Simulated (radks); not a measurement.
The numbers below are computed, except where a source is named.
Problem. Species: Se+. Configuration: [Ar] 3d10 4s2 4p3. Level of theory: scalar-relativistic Kohn-Sham, PBE, spin-polarised, spherical densities, finite nucleus; open shells are filled with parallel spins first; Fermi nuclear charge, rms radius 4.14 fm (a radial shooting solver on a logarithmic mesh with Libxc functionals). Some entries of the table are withheld. Estimate them.

| orbital | occ. | eigenvalue (eV) | <r> (bohr) |
|---|---|---|---|
| 1s up | 1 | -12515.31 | 0.04408 |
| 1s down | 1 | -12515.15 | 0.04408 |
| 2s up | 1 | -1617.443 | 0.1959 |
| 2s down | 1 | -1617.362 | 0.1959 |
| 2p up | 3 | -1423.924 | 0.1711 |
| 2p down | 3 | -1423.772 | 0.1711 |
| 3s up | 1 | -223.8123 | 0.5741 |
| 3s down | 1 | -223.5938 | 0.5739 |
| 3p up | 3 | -163.2960 | 0.5897 |
| 3p down | 3 | -163.0467 | 0.5892 |
| 3d up | 5 | -63.4740 | 0.6318 |
| 3d down | 5 | -63.1212 | 0.6279 |
| 4s up | 1 | -27.8606 | (1) |
| 4s down | 1 | -25.0608 | (2) |
| 4p up | 3 | -16.4041 | (3) |
| 4p down | 0 | -13.5881 | (4) |

Solution. 
(1) 4s up <r> (bohr): 1.746
(2) 4s down <r> (bohr): 1.741
(3) 4p up <r> (bohr): 2.099
(4) 4p down <r> (bohr): 2.146
